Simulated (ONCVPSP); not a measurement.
# Transferability test, ONCV potential for fluorine (F)

ONCVPSP 4.0.1 input, shortened (lines: element, Z, core and valence counts, functional; n l f; lmax; l rc ep ncon nbas qcut; lloc lpopt rc5 dvloc0; l nproj debl; icmod fcfact rcfact), LDA (Perdew-Wang 92), scalar-relativistic:

```
  F 9.00    0    3  -001012      upf
    1    0    2.00
    2    0    2.00
    2    1    3.50
    2
    0    0.40    0.00    5    8   32.70
    1    1.10    0.00    4    7   11.10
    2    1.15    0.04    4    8   10.00
    4    5    0.30    1.00
    0    2    2.80
    1    2    3.50
    2    2    3.60
    0    0.00    0.00
```

Energies are relative to the spin-unpolarised reference configuration 1s2 2s2 2p3.5; without spin polarisation the order of configurations can differ from experiment.

Question: Give the all-electron excitation energy and the error of the potential for: 1s2 2s2 2p5; 1s2 2s2 2p4; 1s2 2s2 2p3; 1s2 2s2 2p4.5.

Answer:

```
valence configuration  charge  ΔE all-electron (eV)  error AE − PS (meV)
          1s2 2s2 2p5       0               -36.233                  +38
          1s2 2s2 2p4      +1               -16.676                 +8.1
          1s2 2s2 2p3      +2                21.843                  +11
        1s2 2s2 2p4.5    +0.5               -28.602                  +23
```

Levels in the configuration 1s2 2s2 2p4.5:

| level | all-electron (eV) | pseudo (eV) |
| --- | --- | --- |
| 1s | -668.596 | -668.916 |
| 2s | -37.928 | -37.903 |
| 2p | -19.401 | -19.431 |

Note: no bound ghost flagged; GHOST(+) flagged for d at 108.3 eV.
